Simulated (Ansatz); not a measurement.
`[Cl][Ga]([Cl])[I]` + `CC` → `C[CH2][Ga]([Cl])[Cl]` + HI at 400 K and 1 bar (formal exchange of groups at a Ga–I bond).

Gas-phase electronic energies from Ansatz, PBE0-D4/def2-TZVP geometries. CCSD(T)/CBS adds triple-zeta CCSD(T) − MP2 to the extrapolated MP2 energy (def2 sets, frozen cores). This one scheme is used for every species. def2 core potentials past Kr. For Ga, I outer-core shells are correlated without core-valence functions, which leaves a few kJ/mol of doubt a bond. Scalar relativity is left out up to krypton. One conformer a species, not always the lowest.

```
               species  CCSD(T)/CBS energy (Eh)  H − E (kJ/mol)  S (J/(mol·K))
   `[Cl][Ga]([Cl])[I]`              -3141.09973            34.9          377.7
                  `CC`                -79.71954           213.5          244.3
`C[CH2][Ga]([Cl])[Cl]`              -2922.73620           212.6          421.9
                    HI               -298.03592            25.7          215.0
```

H − E and S are ideal-gas, rigid-rotor, harmonic terms from PBE0-D4/def2-TZVP, for one conformer and one mirror image of each species. 1 Eh = 2625.50 kJ/mol, R = 8.31446 J/(mol·K).

Question: By hand: ΔE, ΔH, ΔS and ΔG.

Answer: ΔE = (-2922.73620) + (-298.03592) − (-3141.09973) − (-79.71954) = 0.04715 Eh = 123.8 kJ/mol. Δ(H − E) = 212.6 + 25.7 − 34.9 − 213.5 = -10.1, so ΔH = 113.7 kJ/mol. ΔS = 421.9 + 215.0 − 377.7 − 244.3 = 14.9 J/(mol·K). ΔG = 113.7 − 400 × (14.9)/1000 = 107.7 kJ/mol.

Question: By hand: the equilibrium constant, and the temperature at which ΔG would vanish if ΔH and ΔS stayed fixed.

Answer: log₁₀ K = −ΔG/(RT ln 10) = -14.1. ΔG = 0 at ΔH/ΔS = 7631 K, far beyond where these terms or the molecules hold.

The number of gas molecules stays the same, so ΔS is small and ΔH decides. A doubt of 5 kJ/mol in ΔE shifts log₁₀ K by 0.7 here. Other conformers and mirror images would add mixing entropy, several J/(mol·K) or more a flexible species. Modes under 60 cm⁻¹, often nearly free rotors, make the harmonic entropy too high. These are equilibria of isolated gas molecules and say nothing of rates. Largest T1 diagnostic: 0.011 (customary marks: 0.02 for closed shells, 0.045 for open ones).
